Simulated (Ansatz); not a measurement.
Consider the substitution at a C–Al bond: `[AlH2][CH2][GeH3]` + `C1=CN1` → `[GeH3][CH2]N1C=C1` + `[AlH3]`.

Calculated with Ansatz (gas phase, PBE0-D4/def2-TZVP geometries, no zero-point term in ΔE). CCSD(T)/CBS is the MP2 limit (def2-TZVPP, def2-QZVPP) plus CCSD(T) − MP2 in def2-TZVPP, frozen cores. This one scheme is used for every species. DFT in def2-TZVPP. B3LYP here is the variant with VWN-RPA as its local correlation; programs differ in this. For Ge outer-core shells are correlated without core-valence functions, which leaves a few kJ/mol of doubt a bond. Scalar relativity is left out up to krypton. Each species was taken in one conformer, which may not be the lowest.

(1) Is it downhill or uphill in electronic energy at CCSD(T)/CBS, and by how much? (Estimate.)

(2) What do these levels give: r2SCAN-D4, PBE0-D4, PBE, PBE0, B3LYP, MP2/def2-TZVPP, SCS-MP2/def2-TZVPP, HF/def2-QZVPP, MP2/def2-QZVPP, SCS-MP2/def2-QZVPP, MP2/CBS(def2), CCSD/CBS(def2)? (An estimate is asked.)

Largest T1 diagnostic among the species: 0.011.

Results:

(1) Computed: Uphill: ΔE = +18.8 kcal/mol.

(2) Computed: r2SCAN-D4 19.1, PBE0-D4 18.6, PBE 18.8, PBE0 19.2, B3LYP 18.6, MP2/def2-TZVPP 18.1, SCS-MP2/def2-TZVPP 17.5, HF/def2-QZVPP 18.1, MP2/def2-QZVPP 18.4, SCS-MP2/def2-QZVPP 17.9, MP2/CBS(def2) 18.6, CCSD/CBS(def2) 19.0 kcal/mol.

The D4 term adds −1.2 kcal/mol with B3LYP and −0.7 kcal/mol with PBE0; it sums over pairs of atoms, weighted by their polarisabilities, and B3LYP, whose exchange is more repulsive, gets the larger term.
